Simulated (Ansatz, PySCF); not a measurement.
Pair of molecules: HF (SMILES F) (first 2 atoms) with CH2O2 (SMILES O=CO); geometry from B3LYP-D3(BJ)/def2-TZVP, rigid monomers moved along the line of their centres of mass till H2···O3 is 1.49 Å.
(charge 0, multiplicity 1):
```xyz
7

F      0.390     0.001     0.462
H     -0.155    -0.473     1.095
O     -0.668    -0.788     2.454
C     -0.086    -0.038     3.212
O      0.814     0.863     2.864
H     -0.257    -0.036     4.293
H      0.942     0.834     1.889
```

Counterpoise-corrected where a basis set is named; no monomer relaxation. Rows marked so take none.

Frozen-core correlation. CBS(a, b) extrapolates the correlation energy as X⁻³ and adds the Hartree–Fock energy of set b. Rows in 3-21G, 6-31G* carry no dispersion term and start afresh at each structure (6-31G* with six Cartesian d functions). MP2/6-31G* freezes PySCF's default core.

Programs: Ansatz (Gaussian basis) for Hartree–Fock, density functionals and correlated methods; PySCF for 3-21G rows, 6-31G* rows, the dispersion terms. 

| level | interaction energy (kcal/mol) |
|---|---|
| HF/3-21G (no counterpoise) | -20.75 |
| r2SCAN/def2-TZVPPD | -13.51 |
| B3LYP-D3(BJ)/def2-TZVPPD | -11.94 |
| PBE0/def2-TZVPPD | -12.37 |
| PBE0-D3(BJ)/def2-TZVPPD | -13.02 |
| wB97M-V/def2-TZVPPD | -11.77 |
| MP2/6-31G* | -6.45 |
| CCSD/aug-cc-pVDZ | -7.85 |
| MP2/CBS(aug-cc-pVDZ, aug-cc-pVTZ) + ΔCCSD(T)/aug-cc-pVDZ | ___ |

### Question
What belongs in the gaps?

### Answer

- MP2/CBS(aug-cc-pVDZ, aug-cc-pVTZ) + ΔCCSD(T)/aug-cc-pVDZ, interaction energy (kcal/mol): -10.69

Ansatz is a program for electronic structure.
